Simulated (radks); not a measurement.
Q: Species: neutral bismuth. Configuration: [Hg] 6p3. Calculated with a radial shooting solver on a logarithmic mesh with Libxc functionals: scalar-relativistic Kohn-Sham, PBE, spin-polarised, spherical densities, finite nucleus; open shells are filled with parallel spins first (spin-orbit coupling, left out, can overturn this in heavy ions); Fermi nuclear charge, rms radius 5.5211 fm; hard spherical wall at 3 bohr. Some entries of the table are withheld. Estimate them.

| orbital | occ. | eigenvalue (eV) | <r^2> (bohr^2) | <1/r> (bohr^-1) |
|---|---|---|---|---|
| 1s up | 1 | -90594.98 | 0.0003464 | 103.2 |
| 1s down | 1 | -90594.85 | 0.0003464 | 103.2 |
| 2s up | 1 | -16261.35 | 0.005246 | 24.25 |
| 2s down | 1 | -16261.30 | 0.005246 | 24.25 |
| 2p up | 3 | -13913.19 | 0.004486 | 21.22 |
| 2p down | 3 | -13913.09 | 0.004486 | 21.22 |
| 3s up | 1 | -3909.456 | 0.03370 | 8.988 |
| 3s down | 1 | -3909.378 | 0.03370 | 8.988 |
| 3p up | 3 | -3238.194 | 0.03502 | 8.110 |
| 3p down | 3 | -3238.105 | 0.03502 | 8.109 |
| 3d up | 5 | -2562.382 | 0.02902 | 7.603 |
| 3d down | 5 | -2562.298 | 0.02902 | 7.603 |
| 4s up | 1 | -881.3387 | 0.1605 | 3.876 |
| 4s down | 1 | -881.2033 | 0.1605 | 3.876 |
| 4p up | 3 | -661.3353 | 0.1842 | 3.479 |
| 4p down | 3 | -661.1914 | 0.1842 | 3.479 |
| 4d up | 5 | -409.3921 | 0.2061 | 3.129 |
| 4d down | 5 | -409.2283 | 0.2061 | 3.130 |
| 5s up | 1 | -138.3701 | 0.7802 | 1.638 |
| 5s down | 1 | -137.9767 | 0.7802 | 1.637 |
| 4f up | 7 | -132.0146 | 0.2332 | 2.741 |
| 4f down | 7 | -131.8256 | 0.2331 | 2.742 |
| 5p up | 3 | -77.1016 | 1.034 | 1.397 |
| 5p down | 3 | -76.7258 | 1.029 | 1.398 |
| 5d up | 5 | -9.6812 | 1.746 | 1.047 |
| 5d down | 5 | -8.8583 | 1.700 | 1.060 |
| 6s up | 1 | 4.4444 | 3.366 | 0.7164 |
| 6s down | 1 | 7.0897 | 3.325 | 0.7257 |
| 6p up | 3 | 22.0637 | 3.727 | 0.6932 |
| 6p down | 0 | 25.0336 | 3.708 | 0.6965 |
| 5f up | 0 | (1) | 3.301 | 0.6706 |
| 5f down | 0 | (2) | 3.227 | 0.6842 |
| 6d up | 0 | 51.5768 | (3) | 0.7596 |
| 6d down | 0 | 54.3043 | (4) | 0.7489 |
| 7s up | 0 | (5) | 3.801 | 0.8079 |
| 7s down | 0 | (6) | 3.833 | 0.8041 |

A: 
(1) 5f up eigenvalue (eV): 42.0409
(2) 5f down eigenvalue (eV): 44.3678
(3) 6d up <r^2> (bohr^2): 3.813
(4) 6d down <r^2> (bohr^2): 3.851
(5) 7s up eigenvalue (eV): 86.4729
(6) 7s down eigenvalue (eV): 88.1492
